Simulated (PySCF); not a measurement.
B3LYP has the VWN-RPA correlation part, as in Gaussian. 

Cartesian coordinates (Å):
SMILES: C/N=C\O
```xyz
9

C     -1.1174    -0.2175    -0.0529
N      0.1313    -0.9243    -0.2894
C      1.2182    -0.3156    -0.1143
O      1.4211     0.9694     0.2829
H     -1.9504    -0.8892    -0.2510
H     -1.2118     0.1251     0.9858
H     -1.2342     0.6532    -0.7113
H      2.1700    -0.8100    -0.2807
H      0.5732     1.4088     0.4308
```
Charge 0, spin multiplicity 1.

### Question
Give the dipole moment, HOMO, LUMO, total energy and HOMO–LUMO gap at the level B3LYP-D3(BJ)/def2-TZVP (PySCF).

### Answer

```
Item                 Result
-------------  ------------
dipole moment        1.92 D
HOMO               -7.32 eV
LUMO                0.15 eV
total energy   -209.2750 Ha
HOMO–LUMO gap       7.48 eV
```
